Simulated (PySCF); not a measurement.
Match the calculated data to a structure.

All candidates are C7H9NOSi.

| technique | computed result |
| --- | --- |
| 1H NMR | chemical shifts (computed TMS as zero) by class: 6.26 (1 H), 5.07 (2 H), 2.14 (3 H), 2.13 (3 H) ppm [GIAO PBE0/pcSseg-1] |
| NMR, other nuclei | isotropic shieldings of nuclei other than C and H, by class: -62 (1 N), 233 (1 O), 400 (1 Si) ppm [GIAO PBE0/pcSseg-1] |
| Rotational structure | rotational constants A, B, C: 1.574, 0.621, 0.547 GHz [GFN2-xTB] |
| 13C NMR | chemical shifts (computed TMS as zero) by class: 135.3 (1 C), 131.9 (1 C), 118.3 (1 C), 116.1 (1 C), 83.1 (1 C), 17.4 (1 C), 6.0 (1 C) ppm [GIAO PBE0/pcSseg-1] |
| Dipole | 2.75 D [PBE0/pcSseg-1] |

The electronic properties come from PySCF, for the isolated species, density fitting. Levels stand in brackets. The structure is a single GFN2-xTB conformer in the gas phase; no vibrational or solvent corrections. NMR values are class means; diastereotopic atoms form classes of their own.

Question: Which candidate is it?
A. `N#C[Si@H](C=O)/C=C/C1CC1`
B. `C/C(C=O)=C\C=C/[SiH2]C#N`
C. `C#C[C@@H]1[SiH2]CCO[C@H]1C#N`
D. `CC#C[SiH2]O/C(C#N)=C/C`

Answer: D. It is `CC#C[SiH2]O/C(C#N)=C/C`. Numbering: `[CH3:1][C:2]#[C:3][SiH2:4][O:5]/[C:6]([C:7]#[N:8])=[CH:9]/[CH3:10]`. Its formula, C7H9NOSi, gives 5 degrees of unsaturation: 0 rings and 5 π bonds in the structure found. 7 carbons fall into 7 classes; from least to most shielded: alkene CH carbon [C9] (135.3 ppm), vinylic carbon bearing oxygen [C6] (131.9 ppm), nitrile carbon [C7] (118.3 ppm), alkyne carbon [C2] (116.1 ppm), alkyne carbon [C3] (83.1 ppm), allylic carbon [C10] (17.4 ppm), propargylic carbon [C1] (6.0 ppm). Hydrogen classes from least to most shielded: 1 H on an alkene CH carbon, C9 (6.26 ppm), 2 H on an oxygen-bound silicon, Si4 (5.07 ppm), 3 H on an allylic carbon, C10 (2.14 ppm), 3 H on a propargylic carbon, C1 (2.13 ppm). The other shieldings belong to: -62 ppm, nitrile nitrogen [N8]; 233 ppm, silyl ether oxygen [O5]; 400 ppm, oxygen-bound silicon [Si4]. The optimised geometry has point group C1 and is an asymmetric top.

The others, at the same levels:
- `C#C[C@@H]1[SiH2]CCO[C@H]1C#N` fails: its computed 13C shifts are 121.6 (1 C), 87.7 (1 C), 78.7 (1 C), 69.1 (1 C), 65.7 (1 C), 19.1 (1 C), 8.2 (1 C) ppm, 1H shifts are 5.08 (1 H), 4.81 (1 H), 4.39 (1 H), 4.27 (1 H), 4.15 (1 H), 2.14 (1 H), 1.70 (1 H), 1.56 (1 H), 0.57 (1 H) ppm and rotational constant A is 1.474 GHz (against 1.574 GHz).
- `C/C(C=O)=C\C=C/[SiH2]C#N` fails: its computed 13C shifts are 197.0 (1 C), 154.6 (1 C), 151.5 (1 C), 148.9 (1 C), 137.2 (1 C), 123.0 (1 C), 9.7 (1 C) ppm, 1H shifts are 9.67 (1 H), 7.90 (1 H), 6.58 (1 H), 6.39 (1 H), 4.97 (2 H), 2.10 (3 H) ppm and rotational constant A is 3.871 GHz (against 1.574 GHz).
- `N#C[Si@H](C=O)/C=C/C1CC1` fails: its computed 13C shifts are 241.1 (1 C), 172.7 (1 C), 123.7 (1 C), 113.3 (1 C), 23.9 (1 C), 11.2 (1 C), 11.2 (1 C) ppm, 1H shifts are 12.18 (1 H), 6.19 (1 H), 5.82 (1 H), 4.73 (1 H), 1.61 (1 H), 0.99 (1 H), 0.98 (1 H), 0.66 (1 H), 0.64 (1 H) ppm and rotational constant A is 1.657 GHz (against 1.574 GHz).

Each candidate is one conformer, not necessarily the lowest. Dipoles, sizes and rotational constants follow the conformer. The torsions of the flexible species, by atom-mapped SMILES:
- `[CH3:1][C:2]#[C:3][SiH2:4][O:5]/[C:6]([C:7]#[N:8])=[CH:9]/[CH3:10]`: C3–Si4–O5–C6 59°, Si4–O5–C6–C7 15°
- `[CH3:1]/[C:2]([CH:3]=[O:4])=[CH:5]\[CH:6]=[CH:7]/[SiH2:8][C:9]#[N:10]`: C1–C2–C3–O4 0°, C2–C5–C6–C7 -176°, C6–C7–Si8–C9 175°
- `[N:1]#[C:2][Si@H:3]([CH:4]=[O:5])/[CH:6]=[CH:7]/[CH:8]1[CH2:9][CH2:10]1`: C2–Si3–C4–O5 -162°, C2–Si3–C6–C7 -14°, C6–C7–C8–C9 147°

The conformers of `C#C[C@@H]1[SiH2]CCO[C@H]1C#N` aren't listed.
